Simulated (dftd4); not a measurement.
C₂H₂N₃ (SMILES [c]1ncn[nH]1), doublet, at a GFN2-xTB geometry; D4 for b3lyp (dftd4 4.2.0).

Here is a job for dftd4.
```
$ dftd4 mol.xyz --func b3lyp --charge 0 --json dftd4.json --noedisp --property

# file mol.xyz
7

C     -0.60350757    -0.82796458    -0.48881943
N      0.68981498    -0.87913391    -0.50636726
C      1.03177486     0.24989577     0.15562002
N      0.00120577     0.96304564     0.56190122
N     -1.06411527     0.25387661     0.13799864
H      2.04740336     0.53679080     0.33267363
H     -2.00534541     0.56710358     0.31179463
```

It wrote (shortened):

```
                    ____  _____ _____     ____  _  _
      -------------|  _ \|  ___|_   _|---|  _ \| || |------------
     |             | | | | |_    | | ___ | | | | || |_           |
     |             | |_| |  _|   | ||___|| |_| |__   _|          |
     |             |____/|_|     |_|     |____/   |_|            |
     |             ===================================           |
     |            E. Caldeweyher, S. Ehlert & S. Grimme          |
     |          Mulliken Center for Theoretical Chemistry        |
     |                    University of Bonn                     |
      -----------------------------------------------------------

Rational (Becke-Johnson) damping: b3lyp-D4-ATM
---------------------
  s6         1.0000
  s8         2.0293
  s9         1.0000
  a1         0.4087
  a2         4.5381
 alp        16.0000
--------------------

Atomic data, radii in Ångström:
------------------------------------------------------
   Z          R(cov)      r4/r2   hardness         EN
------------------------------------------------------
   6 C        1.0000     1.6431     0.4220     2.5500
   7 N        0.9467     1.4350     0.5044     3.0400
   1 H        0.4267     1.0622     0.4726     2.2000
------------------------------------------------------

Atomic reference systems (in atomic units):
----------------------------------------------------------------------------
   Z        #      CN     q+Z       C6(AA)   #      CN     q+Z       C6(AA)
----------------------------------------------------------------------------
   6 C      1  0.0000  6.0000      49.3833   2  0.9189  5.8288      52.1688
            3  1.9079  5.8579      35.6972   4  2.8312  5.7775      35.8445
            5  3.7487  5.7435      28.6317   6  2.9183  5.8956      32.2504
            7  0.8556  6.2103      25.6194
   7 N      1  0.0000  7.0000      25.3714   2  0.8583  6.6470      32.5496
            3  1.8399  6.6987      28.5877   4  2.5804  6.1757      42.3910
            5  0.9809  7.0000      18.1534
   1 H      1  0.0000  1.0000       7.6362   2  0.8942  1.0000       3.0374
----------------------------------------------------------------------------

Atomic properties (in atomic units):
----------------------------------------------------------------------------
     #    Z              CN          q      C6(AA)        C8(AA)   alpha(0)
----------------------------------------------------------------------------
     1    6 C        2.2936     0.2418     25.1904      728.5488     8.1291
     2    7 N        1.8965    -0.3355     29.2975      646.3264     8.0552
     3    6 C        3.3004     0.2300     23.1321      669.0209     7.6910
     4    7 N        2.0250    -0.2330     26.4678      583.9008     7.6636
     5    7 N        2.9896    -0.2926     25.7280      567.5807     7.5949
     6    1 H        0.9265     0.1388      1.4700       17.7696     1.8959
     7    1 H        0.8603     0.2506      0.8808       10.6478     1.4702
----------------------------------------------------------------------------

Molecular properties (in atomic units):
----------------------------------------
 molecular C6                 760.9923
 molecular C8               17859.2429
----------------------------------------

Dispersion energy:      -8.3068630002177E-03 Eh

[Info] JSON dump of results written to 'dftd4.json'
```
